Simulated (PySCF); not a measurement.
# Relaxation of singlet [VH6]-

Method: PBE0 in PySCF with V def2-TZVPD, H def2-TZVPD; no relativity; density-fitted integrals. A (50,194) grid was used.

A hand-made octahedral start, of Oh symmetry, held to at least that symmetry:

```xyz
7
charge -1 multiplicity 1, angstrom
V     0.0000    0.0000    0.0000
H     0.0000    0.0000    1.6600
H     0.0000    0.0000   -1.6600
H     1.6600    0.0000    0.0000
H     0.0000    1.6600    0.0000
H    -1.6600    0.0000    0.0000
H     0.0000   -1.6600    0.0000
```

Optimiser trace:
```
step  E − E(last) (kJ/mol)  largest gradient (Eh/bohr)
   0                 14.30                     0.01566
   1                  4.48                     0.00843
   2                  0.09                     0.00111
   3                  0.00                     0.00008
   4                  0.00                     0.00000
```

It ends at Oh with V–H 1.724 Å (×6); H–V–H 90.0° (×12), H–V–H 180.0° (×3). A frequency run shows 6 imaginary modes, down to 1355i cm⁻¹, so it is a higher-order saddle point.

Final geometry:
```xyz
7
charge -1 multiplicity 1, angstrom
V     0.0000    0.0000    0.0000
H     0.0000    0.0000    1.7241
H     0.0000    0.0000   -1.7241
H     1.7241    0.0000    0.0000
H     0.0000    1.7241    0.0000
H    -1.7241    0.0000    0.0000
H     0.0000   -1.7241    0.0000
```
